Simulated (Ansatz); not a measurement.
Consider the atomization: `BN([SiH3])[SiH2]F` → B• + F• + 7 H• + N• + 2 Si•.

Calculated with Ansatz (gas phase, PBE0-D4/def2-TZVP geometries, no zero-point term in ΔE). CBS: MP2 limit from def2 TZ/QZ plus the TZ coupled-cluster correction, frozen cores. This one scheme is used for every species, atoms too. Functionals use def2-TZVPP. No spin–orbit coupling; open shells (•) take unrestricted orbitals. Spin–orbit coupling would lower the free atoms: a little for B, F, Si. One conformer a species, not always the lowest.

```tsv
level	ΔE (kJ/mol)
PBE-D4	4187.2
HF/CBS(def2)	3205.3
```

Question: What does CCSD(T)/CBS give? (Estimate.)

Answer: Computed: +4201.5 kJ/mol. The listed levels differ from it by -14.3, -996.2 kJ/mol.

Largest T1 diagnostic among the species: 0.014.

The D4 term adds +44.8 kJ/mol with B3LYP and +23.5 kJ/mol with PBE0; it sums over pairs of atoms, weighted by their polarisabilities, and B3LYP, whose exchange is more repulsive, gets the larger term. From PBE to PBE0 (25 % exact exchange), in def2-TZVPP and without D4, ΔE moves by −33.2 kJ/mol: exact exchange takes away binding that semilocal exchange gives to molecules.

B3LYP here is the variant with VWN-RPA as its local correlation; programs differ in this.

For atomizations the MP2-based limit and the directly extrapolated one differ by several kJ/mol either way, and by 10 to 25 for some Ge, Se and Sn compounds, so smaller differences from it don't rank the levels.
